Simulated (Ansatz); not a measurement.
# Abstraction of Cl: CClF3 + GeH(GeH3)Cl → CF3 + GeH(GeH3)Cl2

Species: CClF3 `FC(F)(F)Cl`, singlet; GeH(GeH3)Cl, doublet; CF3 (trifluoromethyl radical) `F[C](F)F`, doublet; GeH(GeH3)Cl2, singlet. A radical takes Cl: the energy is the difference in strength between the C–Cl bond broken and the Ge–Cl bond made.

Shapes, held fixed at every level: PBE0-D4/def2-TZVP. Programs: Ansatz 0.2.0. The zero-point and thermal change to 298 K, harmonic and unscaled (PBE0-D4/def2-TZVP), is +0.7 kJ/mol.

```json
{"level": "MP2/def2-TZVPP", "kind": "perturbation theory", "ΔH(298 K) (kJ/mol)": "-43.2", "less CCSD(T)/def2-TZVPP": "-3.1"}
{"level": "HF/def2-SVP", "kind": "Hartree–Fock", "ΔH(298 K) (kJ/mol)": "-70.0", "less CCSD(T)/def2-TZVPP": "-29.9"}
{"level": "B3LYP-D4/def2-TZVPP", "kind": "global hybrid", "ΔH(298 K) (kJ/mol)": "-38.7", "less CCSD(T)/def2-TZVPP": "+1.4"}
{"level": "PBE0-D4/def2-TZVPP", "kind": "global hybrid", "ΔH(298 K) (kJ/mol)": "-36.2", "less CCSD(T)/def2-TZVPP": "+3.9"}
{"level": "B2PLYP/def2-TZVPP", "kind": "double hybrid", "ΔH(298 K) (kJ/mol)": "-40.5", "less CCSD(T)/def2-TZVPP": "-0.4"}
{"level": "CCSD/def2-SVP", "kind": "coupled cluster or CI", "ΔH(298 K) (kJ/mol)": "-34.8", "less CCSD(T)/def2-TZVPP": "+5.3"}
{"level": "CCSD(T)/def2-TZVPP", "kind": "coupled cluster or CI", "ΔH(298 K) (kJ/mol)": "-40.1", "less CCSD(T)/def2-TZVPP": "0.0"}
```

The highest level, CCSD(T)/def2-TZVPP, gives ΔH(298 K) = -40.1 kJ/mol; the levels span -70.0 to -34.8. The column of differences is taken from that level and isn't an error. No measured value is set beside it here. Open shells run unrestricted. Relativity is left out for Ge. Outer-core shells of Ge are correlated in most correlated rows, in sets that cover them unevenly.
